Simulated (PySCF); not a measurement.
F2S, charge +1, doublet (typed; the unrestricted solution is spin-contaminated), at a GFN2-xTB geometry (a state made from the parent by changing its charge; the spin is typed, not shown lowest), with bond 1-2 at 3.0 times its length; B3LYP/def2-SV(P) in PySCF.

Input for PySCF:
```python
from pyscf import gto, scf, dft

mol = gto.Mole()
mol.atom = '''
    F    -3.53147992   -2.54122310    0.00336982
    S    -0.00398359    0.53886100   -0.00620045
    F     1.18689763   -0.47014141    0.01403339
'''
mol.basis = 'def2-sv(p)'
mol.charge = 1
mol.spin = 1
mol.verbose = 4
mol.build()

mf = dft.UKS(mol)
mf.xc = 'b3lyp'
mf.kernel()
mo_i, mo_e, stable_i, stable_e = mf.stability(internal=True, external=False, return_status=True, nroots=6, tol=1e-6)
print('internally stable:', stable_i, ' externally stable:', stable_e)
if not stable_i:
    umf = mf.copy()
    umf.scf_summary = {}
    umf.kernel(umf.make_rdm1(mo_i, mf.mo_occ))
```

### Question
Write the output that PySCF gives for this input, abridged.

### Answer

```
PySCF version 2.14.0

[INPUT] verbose = 4
[INPUT] num. atoms = 3
[INPUT] num. electrons = 33
[INPUT] charge = 1
[INPUT] spin (= nelec alpha-beta = 2S) = 1
[INPUT] symmetry False subgroup None
[INPUT] Mole.unit = angstrom
[INPUT] Symbol           X                Y                Z      unit          X                Y                Z       unit  Magmom
[...]
nuclear repulsion = 73.406415008743
number of shells = 20
number of NR pGTOs = 84
number of NR cGTOs = 46
basis = def2-sv(p)
ecp = {}

******** <class 'pyscf.dft.uks.UKS'> ********
method = UKS
initial guess = minao
damping factor = 0
level_shift factor = 0
DIIS = <class 'pyscf.scf.diis.CDIIS'>
diis_start_cycle = 1
diis_space = 8
diis_damp = 0
SCF conv_tol = 1e-09
SCF conv_tol_grad = None
SCF max_cycles = 50
direct_scf = True
direct_scf_tol = 1e-13
number electrons alpha = 17  beta = 16
XC library pyscf.dft.libxc version 7.1.2
    S. Lehtola, C. Steigemann, M. J. T. Oliveira, and M. A. L. Marques,  SoftwareX 7, 1–5 (2018)
XC functionals = b3lyp
    P. J. Stephens, F. J. Devlin, C. F. Chabalowski, and M. J. Frisch,  J. Phys. Chem. 98, 11623 (1994)
radial grids:
    Treutler-Ahlrichs [JCP 102, 346 (1995); DOI:10.1063/1.469408] (M4) radial grids

becke partition: Becke, JCP 88, 2547 (1988); DOI:10.1063/1.454033
pruning grids: <function nwchem_prune>
grids dens level: 3
symmetrized grids: False
atomic radii adjust function: <function treutler_atomic_radii_adjust>
small_rho_cutoff = 0
Set gradient conv threshold to 3.16228e-05
tot grids = 47408
init E= -597.436351129268

cycle= 1 E= -596.222932356707  delta_E= 1.21  |g|= 0.828  |ddm|= 1.35
cycle= 2 E= -582.885381642146  delta_E= 13.3  |g|= 2.37  |ddm|= 9.34
cycle= 3 E= -595.973206664259  delta_E= -13.1  |g|= 1.25  |ddm|= 9.18
cycle= 4 E= -596.357400388618  delta_E= -0.384  |g|= 0.665  |ddm|= 0.529

cycle= 5 E= -588.707344752083  delta_E= 7.65  |g|= 1.84  |ddm|=    3

cycle= 6 E= -595.084167739652  delta_E= -6.38  |g|= 1.06  |ddm|= 2.36
cycle= 7 E= -595.125395394793  delta_E= -0.0412  |g|= 1.01  |ddm|= 0.0692
cycle= 8 E= -597.011698683143  delta_E= -1.89  |g|= 0.0913  |ddm|= 1.52
cycle= 9 E= -597.015071151915  delta_E= -0.00337  |g|= 0.058  |ddm|= 0.0798
cycle= 10 E= -597.015538176585  delta_E= -0.000467  |g|= 0.0482  |ddm|= 0.0296
cycle= 11 E= -597.015506621627  delta_E= 3.16e-05  |g|= 0.0506  |ddm|= 0.00954
cycle= 12 E= -597.015464021104  delta_E= 4.26e-05  |g|= 0.0513  |ddm|= 0.00355
[...]
converged SCF energy = -597.016400029701  <S^2> = 1.7571553  2S+1 = 2.8334822
<class 'pyscf.dft.uks.UKS'> wavefunction has an internal instability
internally stable: False  externally stable: None
[...]
cycle= 19 E= -596.118670699398  delta_E= -0.017  |g|= 1.07  |ddm|= 0.0298
cycle= 20 E= -596.211641776815  delta_E= -0.093  |g|= 0.943  |ddm|= 0.184
cycle= 21 E= -588.432426377365  delta_E= 7.78  |g|= 1.98  |ddm|= 2.96
cycle= 22 E= -588.392558597832  delta_E= 0.0399  |g|=    2  |ddm|= 0.0411
cycle= 23 E= -588.416503422958  delta_E= -0.0239  |g|= 1.99  |ddm|= 0.218
cycle= 24 E= -588.550269449194  delta_E= -0.134  |g|=  1.9  |ddm|= 0.212
cycle= 25 E= -596.611776534381  delta_E= -8.06  |g|= 0.487  |ddm|=  2.5
cycle= 26 E= -596.6034822381  delta_E= 0.00829  |g|= 0.534  |ddm|= 0.12
cycle= 27 E= -596.61548322448  delta_E= -0.012  |g|= 0.538  |ddm|=  0.2
cycle= 28 E= -596.29946097837  delta_E= 0.316  |g|= 0.786  |ddm|= 1.53
cycle= 29 E= -596.324789509798  delta_E= -0.0253  |g|= 0.736  |ddm|= 0.0846
cycle= 30 E= -596.6057358989  delta_E= -0.281  |g|= 0.552  |ddm|= 1.53
cycle= 31 E= -596.620630465095  delta_E= -0.0149  |g|= 0.513  |ddm|= 0.0539
cycle= 32 E= -596.632155772686  delta_E= -0.0115  |g|= 0.483  |ddm|= 0.114
cycle= 33 E= -596.295157870561  delta_E= 0.337  |g|= 0.795  |ddm|= 1.53
cycle= 34 E= -596.315633247886  delta_E= -0.0205  |g|= 0.761  |ddm|= 0.197
cycle= 35 E= -596.301788706704  delta_E= 0.0138  |g|= 0.782  |ddm|= 0.0332
cycle= 36 E= -596.648561070752  delta_E= -0.347  |g|= 0.45  |ddm|= 1.52
cycle= 37 E= -596.289316773841  delta_E= 0.359  |g|= 0.802  |ddm|= 1.52
cycle= 38 E= -596.272963458404  delta_E= 0.0164  |g|= 0.831  |ddm|= 0.0713
cycle= 39 E= -596.617280110948  delta_E= -0.344  |g|= 0.523  |ddm|= 1.53
cycle= 40 E= -596.639778170693  delta_E= -0.0225  |g|= 0.471  |ddm|= 0.313
cycle= 41 E= -596.615621116154  delta_E= 0.0242  |g|= 0.523  |ddm|= 0.257
cycle= 42 E= -596.284724216452  delta_E= 0.331  |g|= 0.834  |ddm|= 1.52
cycle= 43 E= -596.273355857858  delta_E= 0.0114  |g|= 0.838  |ddm|= 0.298
cycle= 44 E= -596.201443523948  delta_E= 0.0719  |g|= 0.953  |ddm|= 0.154

cycle= 45 E= -595.187257461965  delta_E= 1.01  |g|= 1.06  |ddm|=  1.9

cycle= 46 E= -596.591721806728  delta_E= -1.4  |g|= 0.581  |ddm|= 1.08

cycle= 47 E= -596.596587232632  delta_E= -0.00487  |g|= 0.572  |ddm|= 0.172
cycle= 48 E= -596.601579962281  delta_E= -0.00499  |g|= 0.56  |ddm|= 0.0551
cycle= 49 E= -596.632622500263  delta_E= -0.031  |g|= 0.48  |ddm|= 0.0886
cycle= 50 E= -596.20403247674  delta_E= 0.429  |g|= 0.941  |ddm|= 1.54
SCF not converged.
SCF energy = -596.20403247674 after 50 cycles  <S^2> = 0.75935569  2S+1 = 2.0093339
```

Convergence was not reached.
